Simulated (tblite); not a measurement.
Species: C₃H₁₀BFSi₂.
Bonds: F1–Si2, Si2–B3, B3–C4, C4–C5, C5–Si6, Si6–C7, C4–C7. Hydrogens: H8, H9 on Si2; H10 on B3; H11 on C4; H12, H13 on C5; H14, H15 on Si6; H16, H17 on C7.

Computed with GFN2-xTB (tblite), gas phase: L-BFGS steps from a force-field or distance-geometry start until the largest atomic force falls under 0.01 eV/Å.

Step 58: E = -570.2582 eV
```
atom  x, y, z in Å  |  force x, y, z in eV/Å
F1     -3.0451    0.4583   -1.7929    0.002  -0.008   0.037
Si2    -2.8907   -0.4820   -0.4717   -0.030  -0.009  -0.005
B3     -0.9949   -0.7515   -0.0750   -0.029  -0.048  -0.011
C4      0.0952    0.3590   -0.2606   -0.054  -0.002   0.020
C5      0.7863    0.6297    1.1159   -0.006   0.011   0.025
Si6     2.5066    0.2568    0.3799    0.037   0.013  -0.030
C7      1.3394   -0.0822   -1.0911   -0.020   0.001   0.017
H8     -3.6813   -1.6589   -0.8597    0.002   0.069  -0.001
H9     -3.6746    0.2614    0.5255    0.005  -0.027  -0.026
H10    -0.6177   -1.7751    0.3631    0.034  -0.024  -0.016
H11    -0.2846    1.3010   -0.6611    0.005   0.008  -0.021
H12     0.4614   -0.0597    1.8931   -0.008  -0.025   0.021
H13     0.5960    1.6327    1.4893    0.019   0.039  -0.012
H14     3.4052    1.4025    0.2554    0.026   0.060  -0.019
H15     3.2398   -0.8830    0.9298   -0.020  -0.041   0.018
H16     1.2827   -1.1215   -1.4117    0.008   0.018  -0.005
H17     1.4694    0.5246   -1.9851    0.029  -0.035   0.006
```

Step 59: E = -570.2595 eV
```
atom  x, y, z in Å  |  force x, y, z in eV/Å
F1     -3.0656    0.5274   -1.7410    0.014  -0.064   0.118
Si2    -2.8938   -0.4822   -0.4692   -0.084   0.053  -0.059
B3     -0.9967   -0.7463   -0.0778   -0.037  -0.061  -0.014
C4      0.1011    0.3549   -0.2723   -0.074  -0.007   0.028
C5      0.7839    0.6375    1.1062   -0.013   0.005   0.030
Si6     2.5067    0.2594    0.3822    0.057   0.023  -0.033
C7      1.3487   -0.0992   -1.0908   -0.029   0.000   0.028
H8     -3.6708   -1.6467   -0.9263    0.032   0.105   0.029
H9     -3.6852    0.1954    0.5731    0.027  -0.053  -0.079
H10    -0.6270   -1.7670    0.3726    0.044  -0.033  -0.016
H11    -0.2709    1.2950   -0.6837   -0.001   0.013  -0.030
H12     0.4585   -0.0475    1.8867   -0.021  -0.036   0.025
H13     0.5878    1.6418    1.4729    0.024   0.042  -0.018
H14     3.3966    1.4093    0.2469    0.047   0.073  -0.019
H15     3.2430   -0.8702    0.9484   -0.020  -0.040   0.019
H16     1.2957   -1.1450   -1.3920   -0.003   0.040  -0.020
H17     1.4808    0.4956   -1.9928    0.037  -0.061   0.013
```

Step 60: E = -570.2615 eV
```
atom  x, y, z in Å  |  force x, y, z in eV/Å
F1     -3.0739    0.5406   -1.7222    0.011   0.019   0.034
Si2    -2.8953   -0.4844   -0.4692    0.000   0.024  -0.034
B3     -0.9973   -0.7461   -0.0807   -0.033  -0.065  -0.008
C4      0.1025    0.3538   -0.2737   -0.071  -0.010   0.022
C5      0.7841    0.6413    1.1045   -0.016  -0.003   0.025
Si6     2.5074    0.2604    0.3826    0.063   0.037  -0.020
C7      1.3507   -0.1041   -1.0891   -0.017   0.001   0.032
H8     -3.6747   -1.6327   -0.9484    0.005   0.023   0.020
H9     -3.6817    0.1709    0.5840   -0.022  -0.009  -0.013
H10    -0.6287   -1.7659    0.3721    0.048  -0.040  -0.013
H11    -0.2652    1.2934   -0.6893   -0.015   0.017  -0.029
H12     0.4597   -0.0417    1.8873   -0.027  -0.030   0.021
H13     0.5868    1.6471    1.4666    0.026   0.034  -0.014
H14     3.3931    1.4132    0.2415    0.051   0.060  -0.015
H15     3.2407   -0.8689    0.9551   -0.019  -0.025   0.012
H16     1.3013   -1.1513   -1.3843   -0.018   0.029  -0.030
H17     1.4836    0.4865   -1.9937    0.035  -0.063   0.010
```

Step 61: E = -570.2632 eV
```
atom  x, y, z in Å  |  force x, y, z in eV/Å
F1     -3.0908    0.5899   -1.6793    0.021  -0.012   0.083
Si2    -2.8979   -0.4852   -0.4680   -0.028   0.068  -0.073
B3     -0.9994   -0.7444   -0.0843   -0.023  -0.056  -0.004
C4      0.1050    0.3504   -0.2810   -0.051  -0.008   0.014
C5      0.7821    0.6478    1.0981   -0.011  -0.008   0.018
Si6     2.5087    0.2636    0.3836    0.055   0.042  -0.001
C7      1.3563   -0.1170   -1.0871   -0.007   0.002   0.029
H8     -3.6693   -1.6166   -0.9995    0.017   0.027   0.037
H9     -3.6866    0.1174    0.6168   -0.015  -0.018  -0.039
H10    -0.6342   -1.7612    0.3775    0.050  -0.048  -0.015
H11    -0.2547    1.2888   -0.7067   -0.027   0.009  -0.022
H12     0.4574   -0.0319    1.8842   -0.029  -0.018   0.011
H13     0.5824    1.6560    1.4536    0.026   0.016  -0.018
H14     3.3881    1.4207    0.2334    0.053   0.046  -0.012
H15     3.2411   -0.8603    0.9701   -0.022  -0.005   0.003
H16     1.3113   -1.1679   -1.3695   -0.034   0.026  -0.028
H17     1.4935    0.4621   -1.9987    0.027  -0.064   0.018
```

Q: Estimate the geometry and energy of step 62. (The exact step hangs on the optimiser's Hessian estimate; all steps are aligned on step 61, rigid shifts and turns removed.)

A: E = -570.2659 eV, largest force 0.147 eV/Å
```
atom  x, y, z in Å  |  force x, y, z in eV/Å
F1     -3.1086    0.6508   -1.6188    0.030  -0.033   0.111
Si2    -2.9019   -0.4849   -0.4644   -0.050   0.085  -0.109
B3     -1.0026   -0.7446   -0.0883    0.003  -0.018   0.010
C4      0.1062    0.3462   -0.2899    0.004  -0.006  -0.006
C5      0.7793    0.6559    1.0903    0.002  -0.012  -0.002
Si6     2.5115    0.2704    0.3832    0.014   0.034   0.041
C7      1.3623   -0.1335   -1.0834    0.019   0.005   0.013
H8     -3.6619   -1.5923   -1.0621    0.031   0.031   0.056
H9     -3.6984    0.0488    0.6513   -0.009  -0.018  -0.053
H10    -0.6378   -1.7572    0.3827    0.042  -0.059  -0.021
H11    -0.2439    1.2822   -0.7304   -0.039  -0.011   0.003
H12     0.4535   -0.0206    1.8799   -0.019   0.011  -0.012
H13     0.5796    1.6676    1.4386    0.010  -0.017  -0.028
H14     3.3845    1.4329    0.2230    0.041   0.012  -0.009
H15     3.2384   -0.8493    0.9881   -0.018   0.027  -0.011
H16     1.3228   -1.1881   -1.3518   -0.053   0.010  -0.009
H17     1.5099    0.4279   -2.0046   -0.007  -0.039   0.026
```

The energy changes by -0.0027 eV. The first-order estimate −F·Δx gives -0.0042 eV and the mean of the old and new forces, exact on a quadratic surface, -0.0027 eV. The step makes an angle of 83° with the force vector and moves no atom by more than 0.088 Å.

The cost below is that of the whole relaxation. Time: 4.1 s of wall time. Hardware: one thread, Intel Xeon at 2.50 GHz (x86_64), no GPU, shared host.
